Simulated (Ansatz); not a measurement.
Isolated molecules relaxed with PBE0-D4/def2-TZVP in Ansatz; ΔE leaves out vibrations. CCSD(T)/CBS is the MP2 limit (def2-TZVPP, def2-QZVPP) plus CCSD(T) − MP2 in def2-TZVPP, frozen cores. This one scheme is used for every species. Double bonds are as drawn, so ΔE can hold a change between cis and trans. Functionals use def2-TZVPP. Each species was taken in one conformer, which may not be the lowest.

Reaction (hydrogenolysis of a C–N bond): `C=N/C([SiH3])=C\O` + H₂ → `O/C=C/[SiH3]` + `C=N`

```json
{"species": "`C=N/C([SiH3])=C\\O`", "r2SCAN-D4 energy (Eh)": "-537.88369"}
{"species": "H₂", "r2SCAN-D4 energy (Eh)": "-1.17130"}
{"species": "`O/C=C/[SiH3]`", "r2SCAN-D4 energy (Eh)": "-444.47212"}
{"species": "`C=N`", "r2SCAN-D4 energy (Eh)": "-94.60865"}
```

**Question.** Work out ΔE.

**Answer.** ΔE = (-444.47212) + (-94.60865) − (-537.88369) − (-1.17130) = -0.02578 Eh = -16.2 kcal/mol. CCSD(T)/CBS gives -17.9 kcal/mol.

Largest T1 diagnostic among the species: 0.013.

The D4 term adds +3.3 kcal/mol with B3LYP and +1.9 kcal/mol with PBE0; it sums over pairs of atoms, weighted by their polarisabilities, and B3LYP, whose exchange is more repulsive, gets the larger term. From PBE to PBE0 (25 % exact exchange), in def2-TZVPP and without D4, ΔE moves by −1.8 kcal/mol. In def2-TZVPP, CCSD(T) changes the Hartree–Fock value by +6.9 kcal/mol (the triples alone add +1.7 kcal/mol) and MP2 by +8.8 kcal/mol.

B3LYP here is the variant with VWN-RPA as its local correlation; programs differ in this.
